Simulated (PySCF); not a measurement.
Predicted microwave data (PBE0-D3(BJ)/def2-SVP geometry optimisation, gas phase in PySCF 2.14.0) for one isomer of C3H8GaN:

* Rotational constants: A = 8302, B = 1213, C = 1090 MHz
* Dipole components: |μa| = 7.28 D, |μb| = 1.27 D, |μc| = 0.00 D
* Inertial defect: -13.86 u·Å²
* κ: -0.97

Problem. Which candidate fits, each taken in the one conformer that was computed?
A. `CCC#[N+][GaH3-]`
B. `CC#[N+][GaH2-][CH3]`

Solution. B. It is CC#[N+][GaH2-][CH3], a near-prolate asymmetric top. The candidates at the same level (rigid rotor, commonest isotopes):

```json
{"SMILES": "CCC#[N+][GaH3-]", "A (MHz)": "16376", "B (MHz)": "846.5", "C (MHz)": "822.9", "μa (D)": "7.83", "μb (D)": "0.76", "μc (D)": "0.01", "Δ (u·Å²)": "-13.76", "point group": "near Cs", "rotor": "–"}
{"SMILES": "CC#[N+][GaH2-][CH3]", "A (MHz)": "8302", "B (MHz)": "1213", "C (MHz)": "1090", "μa (D)": "7.28", "μb (D)": "1.27", "μc (D)": "0.00", "Δ (u·Å²)": "-13.86", "point group": "–", "rotor": "near-prolate asymmetric top"}
```

`CCC#[N+][GaH3-]` has A 97 % too high. No structure here is proved a minimum.
